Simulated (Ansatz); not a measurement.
## Energy profile

The step: AlH₃ + H₂O + HF → AlH₃O ([OH][AlH2]) + HF + H₂; bonds formed: H2–H7, H5–F8; dative contacts that become bonds: Al1–O6; bonds broken: Al1–H2, H5–O6, H7–F8 (atoms numbered as in the saddle structure below).

Al1  (-0.828, -0.173, -0.658)
H2  (0.698, 0.508, -1.226)
H3  (-0.933, -1.563, -1.394)
H4  (-1.877, 1.010, -0.737)
H5  (0.808, -0.136, 1.054)
O6  (-0.289, -0.377, 1.101)
H7  (1.263, 0.393, -0.495)
F8  (1.890, 0.196, 0.577)
H9  (-0.731, 0.141, 1.777)
(Å)

Electronic energies by CCSD(T) at an estimated basis limit (MP2 extrapolated from triple and quadruple zeta, plus CCSD(T) − MP2 in triple zeta), on PBE0-D4/def2-TZVP structures; AlH6OF, singlet; no counterpoise correction. Program: Ansatz 0.2.0. Basis: def2-TZVPP and def2-QZVPP. Cores are frozen in the correlated methods. Extrapolation: Hartree–Fock as exp(−7.88 √X), correlation as X^−2.97.

Give the profile in kcal/mol, counted from the separated reactants. (An estimate is asked for; the value comes from the calculation.)

By the calculation:
```tsv
point	kcal/mol
separated: AlH3 (Al1, H2, H3, H4; singlet) + H2O (H5, O6, H9; singlet) + HF (H7, F8; singlet)	0.00
start structure	-33.04
saddle	-24.53
end structure	-41.15
separated: AlH3O (linked as [OH][AlH2]; Al1, H3, H4, O6, H9; singlet) + H2 (H2, H7; singlet) + HF (H5, F8; singlet)	-29.58
```
The saddle lies below the separated reactants: the barrier is submerged.

The T1 diagnostic stays at or below 0.013.

For scale, one of the runs: CCSD(T)/def2-TZVPP, 188 basis functions (an equivalent command: `ansatz run in.yaml --threads 2`). Time: 26 s of wall clock on 2 CPU threads; the host was shared. Peak host memory: 2.2 GiB.
